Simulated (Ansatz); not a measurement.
CHNSi, SMILES `[C-]#[N+][SiH]` (lower singlet) (charge 0, multiplicity 1). This singlet lies 1.39 eV below the relaxed triplet at the level composite: frozen-core CCSD(T) with HF/cc-pVQZ and the correlation energy extrapolated as X^-3 from cc-pVTZ and cc-pVQZ, plus CCSDT(Q) minus CCSD(T) in cc-pVDZ // PBE0-D3(BJ)/def2-TZVP (Ansatz, a quantum-chemistry and plane-wave program).

These are Ansatz with frozen-core CCSD(T)/cc-pV5Z // PBE0-D3(BJ)/def2-TZVP values and carry that method's errors.

Ansatz 0.2 input:
```yaml
crystal:
  periodic: [false, false, false]
  atoms:
    - { symbol: C, position_ang: [1.631586, -0.86737, -0.088711] }
    - { symbol: N, position_ang: [0.660923, -0.205154, -0.172351] }
    - { symbol: Si, position_ang: [-0.582196, 1.012726, -0.380733] }
    - { symbol: H, position_ang: [-1.710315, 0.059797, -0.005024] }
basis:
  gaussian: { orbitals: cc-pV5Z }
correlation:
  method: ccsd_t
```

Output:

```
Functional definition: HF
2096 factors; integrals over basis functions are off by at most 8.8e-4 eV
mean field evaluation 1: about -10388.1483 eV, gradient 2.9e1 eV
mean field evaluation 2: about -10388.1492 eV, gradient 2.9e1 eV
mean field evaluation 4: about -10390.1515 eV, gradient 4.0e0 eV
mean field evaluation 8: about -10390.2038 eV, gradient 2.9e-4 eV
mean field evaluation 16: about -10390.2028 eV, gradient 2.0e-1 eV
mean field evaluation 32: about -10383.6174 eV, gradient 5.3e-4 eV
mean field -10390.20382769 eV, -381.8329479346 hartree, gradient 1.2e-6 eV, S^2 0.000000; 0 other end points of the search recorded, 0 dependent functions left out; unrestricted orbitals would lower it
7 core orbitals not correlated
reference -10390.20382769 eV, -381.8329479346 hartree; 7, 7 occupied and 318, 318 virtual orbitals, 2096 factors
second order -12.39486149 eV of doubles, -0.00000000 eV of singles
cycle   1  -12.23689293 eV  change    1.6e-1 eV  update   1.0e-1
cycle   2  -12.68832159 eV  change   -4.5e-1 eV  update   3.7e-2
cycle   3  -12.80962902 eV  change   -1.2e-1 eV  update   2.0e-2
cycle   4  -12.79433809 eV  change    1.5e-2 eV  update   5.2e-3
cycle   5  -12.79540368 eV  change   -1.1e-3 eV  update   2.5e-3
cycle   6  -12.79622783 eV  change   -8.2e-4 eV  update   7.1e-4
cycle   7  -12.79589438 eV  change    3.3e-4 eV  update   2.8e-4
cycle   8  -12.79584854 eV  change    4.6e-5 eV  update   9.5e-5
cycle   9  -12.79590015 eV  change   -5.2e-5 eV  update   3.4e-5
cycle  10  -12.79588567 eV  change    1.4e-5 eV  update   1.3e-5
perturbative correction -0.68659029 eV, -0.0252317279 hartree
Total energy: -10403.68630365 eV, -382.3284197873 hartree
```
